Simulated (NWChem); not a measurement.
AlH3; SMILES [AlH3]

Computed with NWChem. Structure relaxed at the PBE0/def2-SVP level. Level PBE/def2-TZVP: energy and gradient; each run changes one setting, and changes count from the defaults (medium grid, exact Coulomb integrals, symmetry on).

Question: Which setting moves the energy most, and by about how much (extra-fine grid; tight SCF thresholds and tolerances; defaults; Coulomb fitting, Weigend set)?

Answer: Coulomb fitting, Weigend set, by about 80 μHa.
```
setting                              size of the energy change (μHa)  largest change of a gradient component (μHa/bohr)
-----------------------------------  -------------------------------  -------------------------------------------------
defaults                                                        < 10                                               < 30
tight SCF thresholds and tolerances                             < 10                                               < 30
extra-fine grid                                                 < 10                                                 50
Coulomb fitting, Weigend set                                      80                                               < 30
```
